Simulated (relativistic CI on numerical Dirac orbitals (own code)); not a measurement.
## Ligand-field terms of d8

Computed with a parametric ligand-field model of a d^n configuration (Racah B and C, spin-orbit zeta, crystal field), exact diagonalisation.

Field parameters in Wybourne normalisation: Oh B⁴₀ = 21Dq, B⁴₄ = √(5/14) B⁴₀; Td as Oh with Dq negative (B⁴₀ = 21Dq, B⁴₄ = √(5/14) B⁴₀). The field is a parameter set, without covalency.

(1) A d8 ion in Oh symmetry has the ground term 3A2 and bands at 3T2 11650 cm⁻¹ (858 nm), 1E 13455 cm⁻¹ (743 nm), 3T1 18020 cm⁻¹ (555 nm), 1A1 22390 cm⁻¹ (447 nm), 1T2 24855 cm⁻¹ (402 nm), 3T1 28330 cm⁻¹ (353 nm). Which parameters reproduce them?

(2) Ground term and bands for B = 830, C = 3010, ζ = 0 cm⁻¹, Td, 10Dq = -3250 cm⁻¹?

(3) A d8 ion in Oh symmetry has the ground term 3A2 and bands at 1E 18154 cm⁻¹ (551 nm), 3T2 18450 cm⁻¹ (542 nm), 3T1 27648 cm⁻¹ (362 nm), 1A1 30775 cm⁻¹ (325 nm), 1T2 36309 cm⁻¹ (275 nm), 3T1 43002 cm⁻¹ (233 nm). Which parameters reproduce them?

(4) A d8 ion in Oh symmetry has the ground term 3A2 and bands at 1E 7366 cm⁻¹ (1358 nm), 3T2 9450 cm⁻¹ (1058 nm), 1A1 12875 cm⁻¹ (777 nm), 3T1 13600 cm⁻¹ (735 nm), 1T2 16710 cm⁻¹ (598 nm), 3T1 21200 cm⁻¹ (472 nm). Which parameters reproduce them?

(5) Ground term and bands for B = 340, C = 1720, ζ = 0 cm⁻¹, Td, 10Dq = -3450 cm⁻¹?

Answers

(1) B = 760, C = 3830, ζ = 0 cm⁻¹, Oh, 10Dq = 11650 cm⁻¹.

(2) Ground term 3T1 with 3.87 electrons in the two orbitals of the cubic e set. Spin-allowed: 3T2 2716 cm⁻¹, 3A2 5966 cm⁻¹ (1676 nm), 3T1 14633 cm⁻¹ (683 nm). Lowest spin-forbidden: 1T2 11047 cm⁻¹ (905 nm), 1E 11754 cm⁻¹ (851 nm), 1T2 17286 cm⁻¹ (579 nm).

(3) B = 1020, C = 5160, ζ = 0 cm⁻¹, Oh, 10Dq = 18450 cm⁻¹.

(4) B = 430, C = 2020, ζ = 0 cm⁻¹, Oh, 10Dq = 9450 cm⁻¹.

(5) Ground term 3T1 with 3.92 electrons in the two orbitals of the cubic e set. Spin-allowed: 3T2 3016 cm⁻¹ (3315 nm), 3A2 6466 cm⁻¹ (1546 nm), 3T1 7683 cm⁻¹ (1302 nm). Lowest spin-forbidden: 1T2 5671 cm⁻¹ (1763 nm), 1E 5861 cm⁻¹ (1706 nm), 1T2 9572 cm⁻¹ (1045 nm).
